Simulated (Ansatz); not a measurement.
Species: BNH3, charge 0, multiplicity 2. SMILES: B[NH]
Geometry: optimised at B3LYP-D3(BJ)/def2-TZVP (Ansatz, a quantum-chemistry and plane-wave program).

Quantity: atomisation energy, in kcal/mol. Terms: six Cartesian d functions in 6-31G* and its kin unless marked 5d; non-relativistic; spin-orbit terms left out; valence correlation only; atomisation electronic, to ground-state atoms; open shells spin-unrestricted; LANL2DZ all-electron up to Ne; no dispersion term unless named; 6-311+G** with 5d. CBS(X,Y): correlation extrapolated as X^-3; Hartree-Fock from the larger set. First-principles rows: single points at B3LYP-D3(BJ) geometries (Ansatz).

Coupled cluster (Ansatz) is a level with limits of its own, used here on species with T1 under 0.025 (0.045 for open shells) and stable references: CCSD(T)/CBS(def2-TZVPPD,def2-QZVPPD).

Value to compare with, CCSD(T)/CBS(def2-TZVPPD,def2-QZVPPD) (Ansatz): 376.9 kcal/mol.

```csv
level,program,atomisation energy (kcal/mol),difference
PBE/STO-3G,Ansatz,474.2,97.3
PBE/3-21G,Ansatz,387.4,10.5
PBE/LANL2DZ,Ansatz,382.7,5.8
PBE/6-31G*,Ansatz,391.4,14.5
PBE/def2-SVP,Ansatz,394.9,18.0
PBE/6-311+G**,Ansatz,391.2,14.3
PBE/def2-TZVPD,Ansatz,393.5,16.6
```

Among the 6 habitual levels, PBE/STO-3G lies farthest from CCSD(T)/CBS(def2-TZVPPD,def2-QZVPPD) (Ansatz) (97.3 kcal/mol) and PBE/LANL2DZ nearest (5.8); 6 of 6 lie above it, and their mean absolute difference is 26.7 kcal/mol, the median 14.4. One case shows no general order.

The sets are all those run for this method; left out are runs that failed, that the program found above a lower state of the same kind, or whose <S^2> lies over 0.5 above the pure value.
